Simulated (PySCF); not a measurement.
**V²⁺: excitation energy**

V²⁺ [Ar] 3d3 (4F) → V²⁺ [Ar] 3d2 4s1 (4F), as a difference of total energies. Calculation: PySCF 2.14, in def2-TZVPPD (6s6p4d2f1g, 67 functions); no relativity, point nucleus. Correlated levels: valence and next inner shell: [Ne] frozen. The calculations carry no spin-orbit coupling.

```csv
method,excitation energy (eV)
UHF,5.516
MP2 (valence and next inner shell),5.838
SCS-MP2 (valence and next inner shell),5.726
CCSD (valence and next inner shell),5.720
CCSD(T) (valence and next inner shell),5.708
```

How much does correlation contribute at CCSD(T) (valence and next inner shell)?

5.708 − (5.516) = 0.192 eV, measured against UHF.

A first-order spin-orbit estimate (lowest level to lowest level, LS coupling) adds -0.007 eV.
